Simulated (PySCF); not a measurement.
Compound: C3H6B2.
Structure used (PBE0-D3(BJ)/def2-SVP), in Å, numbered top down from 1:
```xyz
11
C3H6B2 angstrom
B     -1.7374   -0.1214    0.8586
C     -0.9967    0.4318   -0.3958
B      0.1255   -0.5973   -0.7421
C      1.5926   -0.3086   -0.4717
C      2.7679   -0.0719   -0.2449
H     -1.7448    0.4873    1.9035
H     -2.3080   -1.1872    0.8049
H     -1.7407    0.3218   -1.2105
H     -0.6460    1.4656   -0.2874
H     -0.1692   -1.6735   -1.2083
H      3.8040    0.1361   -0.0458
```

The calculation used TDDFT CAM-B3LYP/def2-SVPD, vertical, gas phase, core orbitals frozen in the response in PySCF 2.14.0, density-fitted response routines.

Transition dipole moments from the ground state, in atomic units and in the frame of the coordinates above (overall signs are arbitrary), for the states with f of 0.002 or more among the lowest 8:

```json
{"state": "S2", "E (eV)": "5.447", "μx": "-0.834", "μy": "-0.036", "μz": "0.059"}
{"state": "S3", "E (eV)": "5.559", "μx": "-0.228", "μy": "-0.022", "μz": "-0.055"}
{"state": "S4", "E (eV)": "5.966", "μx": "-0.091", "μy": "0.030", "μz": "0.221"}
{"state": "S5", "E (eV)": "6.340", "μx": "0.042", "μy": "-0.023", "μz": "0.122"}
{"state": "S6", "E (eV)": "6.733", "μx": "-0.184", "μy": "-0.141", "μz": "-0.120"}
{"state": "S7", "E (eV)": "6.950", "μx": "0.131", "μy": "0.070", "μz": "-0.157"}
{"state": "S8", "E (eV)": "7.007", "μx": "-0.151", "μy": "-0.087", "μz": "0.190"}
```

(1) Work out the oscillator strengths.

(2) Which bond between heavy atoms lies closest to the direction of the S2 transition dipole?

(3) What angle do the transition dipoles of S6 and S8 make?

(4) How is the summed strength of these states shared among x, y and z?

(5) What peak molar absorption coefficient would the strongest computed level give as a lone Gaussian band 0.4 eV wide at half height?

## Answers

(1) f = (2/3) ΔE |μ|² with ΔE in hartree (27.2114 eV).

| state | \|μ\|² (au) | \|μ\| (D) | f |
| --- | --- | --- | --- |
| S2 | 0.700 | 2.13 | 0.093 |
| S3 | 0.056 | 0.60 | 0.008 |
| S4 | 0.058 | 0.61 | 0.008 |
| S5 | 0.017 | 0.33 | 0.003 |
| S6 | 0.068 | 0.66 | 0.011 |
| S7 | 0.047 | 0.55 | 0.008 |
| S8 | 0.067 | 0.66 | 0.011 |

(2) B3–C4 and C4–C5, at 17° from it; next C2–B3 at 45°.

(3) |cos θ| = |μa·μb| / (|μa| |μb|) = 0.26, so θ ≈ 75° (taken between 0 and 90°, since the signs are arbitrary).

(4) (2/3) Σ ΔE μα² gives 0.114 for x, 0.006 for y and 0.023 for z, 0.143 in all.

(5) ε(max) = 2.175×10⁸ f / FWHM, with the width in cm⁻¹. S2: 2.175×10⁸ × 0.0935 / 3226 ≈ 6300 L mol⁻¹ cm⁻¹.

All these states lie below the vertical ionisation energy of 10.30 eV (ΔSCF).

One conformer stands for the species.
